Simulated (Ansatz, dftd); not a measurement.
Reaction: H4SiO (SMILES O[SiH3]) → H3SiO (SMILES O[SiH2], doublet) + H (doublet) (the H-Si bond breaks)
Each species at its own B3LYP-D3(BJ)/def2-TZVP minimum (Ansatz, a quantum-chemistry and plane-wave program).

Property: bond dissociation energy (electronic), in kcal/mol. Radicals and triplets start from unrestricted determinants; spin-orbit coupling is neglected. Cores are frozen in correlated methods. Rows without X2C or -DK are non-relativistic. CBS(X,Y): correlation extrapolated as X^-3, Hartree-Fock from the larger set (Q,5: extrapolated as (X+1)exp(-9√X)). A bracket is a step between two methods taken in the basis named. Functionals run without relativity, which enters their misses. 'core' is core correlation in cc-pwCVTZ (1s frozen past Ne), 'X2C' scalar relativity in cc-pVTZ-DK, both at CCSD(T). Where a partner has so few electrons that a lower coupled-cluster level is exact, that level stands in.

```tsv
level	program	bond dissociation energy (kcal/mol)	difference against the last row
r2SCAN-D4/def2-TZVPD	Ansatz + dftd4	92.3	-5.4
r2SCANh/def2-TZVPD	Ansatz	92.6	-5.1
CAM-B3LYP-D4/def2-TZVPD	Ansatz + dftd4	96.2	-1.5
MP2/CBS(cc-pV(T+d)Z,cc-pV(Q+d)Z)	Ansatz	96.3	-1.4
CCSD/CBS(cc-pV(Q+d)Z,cc-pV(5+d)Z)	Ansatz	97.9	0.2
CCSD(T)/cc-pV(D+d)Z	Ansatz	93.9	-3.8
CCSD(T)/cc-pV(5+d)Z	Ansatz	97.6	-0.1
CCSDT(Q)/cc-pV(T+d)Z	Ansatz	96.5	-1.2
CCSD(T)/CBS(cc-pV(Q+d)Z,cc-pV(5+d)Z) + [CCSDT(Q) - CCSD(T)]/cc-pV(D+d)Z + core + X2C	Ansatz	97.7	0.0
CCSD(T)/CBS(cc-pV(Q+d)Z,cc-pV(5+d)Z) + [CCSDT(Q) - CCSD(T)]/cc-pV(T+d)Z + core + X2C	Ansatz	97.7	0.0
```
